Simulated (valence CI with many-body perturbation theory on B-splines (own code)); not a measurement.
Xe⁴⁷⁺: electric-dipole lines

Computed by valence CI with perturbative core correlation (CI+MBPT): five valence electrons over a frozen Dirac-Fock core [He], a basis of 11 s, 11 p, 10 d, 8 f, 5 g, 2 h functions for each j, with the one-electron correlation potential Σ1, the two-electron term Σ2, the three-electron term Σ3, Breit, model QED; selected CI, second order for the rest, scaled by the run's own slope (own B-spline code, finite nucleus).

No measured spectrum was set against this ion. As an estimate, large intervals hold to a few tenths of a per cent, small ones and those within an open d or f shell to about a per cent. Among the levels kept, up to 7200 cm⁻¹ of a level comes from second order outside the variational space, and about a tenth of that is noise between levels of different J, which matters for small intervals.

Lines 1 to 50 of 600 in falling wavelength, among levels below 434.29 Ry, chosen from the strongest by gf and those to the six lowest levels. Wavelengths and rates use the calculated energies. Electric multipoles are in the length gauge, E1 and E2 with the static RPA response of the core. Weak lines are less certain than strong ones. Lines between different terms over intervals too small for the method are left out, as are lines whose strength nearly cancels. Where a level lies close to another of its J and parity, the split of strength between their lines is uncertain. The highest levels of a list are the least certain.

Levels are named by their leading jj configuration (3d3/2^4 stands for four electrons in 3d with j = 3/2), which in mixed levels can hold well under half, so a name can repeat and another be missing. Letters in brackets count levels of one name in rising energy.

| λ vac (nm) | Upper | Lower | A (s⁻¹) | S (a.u.) |
| --- | --- | --- | --- | --- |
| 20.13 | (2s^2 2p1/2 2p3/2 3p1/2) J=5/2 | (2s^2 2p1/2 2p3/2 3s) J=3/2 [b] | 2.20e+09 | 5.31e-02 |
| 19.98 | (2p1/2^2 2p3/2^2 3p1/2) J=3/2 | (2p1/2^2 2p3/2^2 3s) J=5/2 | 3.67e+09 | 5.77e-02 |
| 18.86 | (2p1/2^2 2p3/2^2 3p1/2) J=5/2 | (2p1/2^2 2p3/2^2 3s) J=5/2 | 2.89e+09 | 5.74e-02 |
| 18.79 | (2s^2 2p1/2 2p3/2 3p1/2) J=5/2 | (2s^2 2p1/2 2p3/2 3s) J=5/2 | 2.77e+09 | 5.43e-02 |
| 18.33 | (2s 2p3/2^3 3p1/2) J=5/2 | (2s 2p3/2^3 3s) J=3/2 [a] | 3.33e+09 | 6.07e-02 |
| 18.14 | (2s 2p1/2 2p3/2^2 3p1/2) J=3/2 [a] | (2s 2p1/2 2p3/2^2 3s) J=5/2 [a] | 4.92e+09 | 5.80e-02 |
| 17.51 | (2s^2 2p3/2^2 3d3/2) J=7/2 | (2s 2p1/2 2p3/2^2 3s) J=7/2 | 2.34e+09 | 4.97e-02 |
| 17.01 | (2s^2 2p3/2^2 3p1/2) J=5/2 | (2s^2 2p3/2^2 3s) J=3/2 | 3.19e+09 | 4.65e-02 |
| 16.07 | (2s^2 2p3/2^2 3p1/2) J=3/2 | (2s^2 2p3/2^2 3s) J=5/2 | 7.06e+09 | 5.77e-02 |
| 15.89 | (2s 2p1/2 2p3/2^2 3p1/2) J=5/2 [a] | (2s 2p1/2 2p3/2^2 3s) J=5/2 [a] | 4.37e+09 | 5.20e-02 |
| 15.68 | (2s 2p3/2^3 3p1/2) J=3/2 | (2s 2p3/2^3 3s) J=5/2 | 8.31e+09 | 6.33e-02 |
| 15.40 | (2s^2 2p3/2^2 3p1/2) J=5/2 | (2s^2 2p3/2^2 3s) J=5/2 | 4.94e+09 | 5.35e-02 |
| 15.07 | (2s 2p3/2^3 3p1/2) J=5/2 | (2s 2p3/2^3 3s) J=5/2 | 5.37e+09 | 5.44e-02 |
| 14.55 | (2s 2p1/2 2p3/2^2 3p1/2) J=5/2 [b] | (2s 2p1/2 2p3/2^2 3s) J=7/2 | 7.62e+09 | 6.94e-02 |
| 14.13 | (2s 2p1/2 2p3/2^2 3p1/2) J=3/2 [d] | (2s 2p1/2 2p3/2^2 3s) J=5/2 [c] | 8.00e+09 | 4.45e-02 |
| 13.70 | (2s^2 2p1/2 2p3/2 3p1/2) J=3/2 [b] | (2s^2 2p1/2 2p3/2 3s) J=5/2 | 9.82e+09 | 4.99e-02 |
| 13.57 | (2s 2p1/2^2 2p3/2 3d5/2) J=5/2 [a] | (2s 2p1/2^2 2p3/2 3p3/2) J=5/2 [a] | 4.63e+09 | 3.43e-02 |
| 13.33 | (2s 2p1/2^2 2p3/2 3d5/2) J=9/2 | (2s 2p1/2^2 2p3/2 3p3/2) J=7/2 | 1.50e+10 | 1.75e-01 |
| 13.31 | (2s^2 2p3/2^2 3d5/2) J=5/2 [a] | (2s^2 2p3/2^2 3p3/2) J=3/2 [a] | 7.79e+09 | 5.44e-02 |
| 13.26 | (2s 2p1/2 2p3/2^2 3d5/2) J=7/2 [b] | (2s 2p1/2 2p3/2^2 3p3/2) J=5/2 [a] | 7.49e+09 | 6.89e-02 |
| 13.25 | (2s 2p1/2 2p3/2^2 3d5/2) J=9/2 [a] | (2s 2p1/2 2p3/2^2 3p3/2) J=7/2 [a] | 1.43e+10 | 1.64e-01 |
| 13.22 | (2s 2p1/2 2p3/2^2 3d5/2) J=11/2 | (2s 2p1/2 2p3/2^2 3p3/2) J=9/2 | 1.51e+10 | 2.07e-01 |
| 13.16 | (2s 2p1/2 2p3/2^2 3d5/2) J=5/2 [c] | (2s 2p1/2 2p3/2^2 3p3/2) J=3/2 [c] | 8.05e+09 | 5.43e-02 |
| 13.14 | (2s 2p1/2 2p3/2^2 3d5/2) J=7/2 [e] | (2s 2p1/2 2p3/2^2 3p3/2) J=5/2 [d] | 1.23e+10 | 1.10e-01 |
| 13.03 | (2s 2p1/2^2 2p3/2 3d5/2) J=3/2 [b] | (2s 2p1/2^2 2p3/2 3p3/2) J=1/2 [b] | 1.04e+10 | 4.55e-02 |
| 13.02 | (2s^2 2p1/2 2p3/2 3d5/2) J=7/2 [b] | (2s^2 2p1/2 2p3/2 3p3/2) J=5/2 [b] | 8.44e+09 | 7.36e-02 |
| 12.96 | (2s 2p1/2 2p3/2^2 3d5/2) J=9/2 [b] | (2s 2p1/2 2p3/2^2 3p3/2) J=7/2 [b] | 1.27e+10 | 1.36e-01 |
| 12.88 | (2s 2p1/2 2p3/2^2 3d5/2) J=5/2 [b] | (2s 2p1/2 2p3/2^2 3p3/2) J=5/2 [a] | 5.67e+09 | 3.59e-02 |
| 12.82 | (2s 2p1/2 2p3/2^2 3d5/2) J=7/2 [d] | (2s 2p1/2 2p3/2^2 3p3/2) J=5/2 [c] | 1.27e+10 | 1.06e-01 |
| 12.78 | (2s 2p1/2 2p3/2^2 3d5/2) J=5/2 [a] | (2s 2p1/2 2p3/2^2 3p3/2) J=3/2 [a] | 6.90e+09 | 4.26e-02 |
| 12.77 | (2s 2p1/2 2p3/2^2 3d5/2) J=5/2 [f] | (2s 2p1/2 2p3/2^2 3p3/2) J=3/2 [f] | 1.04e+10 | 6.43e-02 |
| 12.77 | (2s 2p1/2 2p3/2^2 3d5/2) J=7/2 [a] | (2s^2 2p3/2^2 3d5/2) J=5/2 [b] | 5.21e+09 | 4.28e-02 |
| 12.74 | (2s 2p1/2 2p3/2^2 3d5/2) J=5/2 [d] | (2s 2p1/2 2p3/2^2 3p3/2) J=3/2 [d] | 1.22e+10 | 7.50e-02 |
| 12.74 | (2s 2p1/2^2 2p3/2 3d5/2) J=5/2 [b] | (2s 2p1/2^2 2p3/2 3p3/2) J=3/2 [b] | 1.38e+10 | 8.46e-02 |
| 12.70 | (2s 2p1/2^2 2p3/2 3d5/2) J=7/2 [b] | (2s 2p1/2^2 2p3/2 3p3/2) J=5/2 [b] | 1.62e+10 | 1.31e-01 |
| 12.68 | (2s^2 2p3/2^2 3d5/2) J=7/2 | (2s^2 2p3/2^2 3p3/2) J=5/2 | 1.05e+10 | 8.43e-02 |
| 12.64 | (2s^2 2p1/2 2p3/2 3d5/2) J=9/2 | (2s^2 2p1/2 2p3/2 3p3/2) J=7/2 | 1.62e+10 | 1.61e-01 |
| 12.57 | (2s 2p1/2 2p3/2^2 3d5/2) J=7/2 [a] | (2s 2p1/2 2p3/2^2 3p1/2) J=5/2 [c] | 4.20e+09 | 3.30e-02 |
| 12.56 | (2s 2p1/2 2p3/2^2 3d5/2) J=9/2 [c] | (2s 2p1/2 2p3/2^2 3p3/2) J=7/2 [c] | 1.71e+10 | 1.68e-01 |
| 12.48 | (2s 2p1/2 2p3/2^2 3d5/2) J=5/2 [e] | (2s 2p1/2 2p3/2^2 3p3/2) J=3/2 [e] | 1.15e+10 | 6.64e-02 |
| 12.45 | (2s 2p1/2^2 2p3/2 3d5/2) J=7/2 [a] | (2s 2p1/2^2 2p3/2 3p3/2) J=5/2 [a] | 1.48e+10 | 1.13e-01 |
| 12.44 | (2s^2 2p1/2^2 3d5/2) J=5/2 | (2s^2 2p1/2^2 3p3/2) J=3/2 | 1.69e+10 | 9.65e-02 |
| 12.34 | (2s 2p1/2 2p3/2^2 3d5/2) J=7/2 [c] | (2s 2p1/2 2p3/2^2 3p3/2) J=5/2 [b] | 1.64e+10 | 1.22e-01 |
| 12.21 | (2s^2 2p3/2^2 3d5/2) J=5/2 [b] | (2s^2 2p3/2^2 3p3/2) J=3/2 [b] | 6.76e+09 | 3.65e-02 |
| 12.08 | (2s^2 2p1/2 2p3/2 3d5/2) J=7/2 [a] | (2s^2 2p1/2 2p3/2 3p3/2) J=5/2 [a] | 1.50e+10 | 1.04e-01 |
| 12.04 | (2s^2 2p3/2^2 3d5/2) J=5/2 [c] | (2s^2 2p3/2^2 3p3/2) J=3/2 [b] | 7.63e+09 | 3.95e-02 |
| 11.99 | (2s^2 2p3/2^2 3d5/2) J=9/2 | (2s^2 2p3/2^2 3p3/2) J=7/2 | 1.53e+10 | 1.30e-01 |
| 11.88 | (2s 2p1/2^2 2p3/2 3d5/2) J=5/2 [a] | (2s 2p1/2^2 2p3/2 3p3/2) J=3/2 [a] | 9.87e+09 | 4.90e-02 |
| 11.74 | (2s^2 2p1/2 2p3/2 3d5/2) J=5/2 [a] | (2s^2 2p1/2 2p3/2 3p3/2) J=3/2 [a] | 1.10e+10 | 5.28e-02 |
| 11.56 | (2s 2p1/2 2p3/2^2 3d5/2) J=3/2 [d] | (2s 2p1/2 2p3/2^2 3p3/2) J=1/2 [c] | 1.34e+10 | 4.10e-02 |
